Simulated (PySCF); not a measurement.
## NaSe⁻ at RHF-SCS-MP2

Computed with RHF-SCS-MP2; PySCF, no relativity, basis sets Na def2-SVPD, Se def2-SVPD.

- state: ¹Σ⁺ (singlet), closed shell
- bond length: 2.592 Å
- harmonic wavenumber: 267 cm⁻¹
- force constant: 0.752 mdyn/Å
- rotational constant Be: 0.1405 cm⁻¹
- anharmonicity ωexe: 1.27 cm⁻¹
- vibration–rotation constant αe: 0.000938 cm⁻¹

Correlated steps freeze 10 core orbitals.
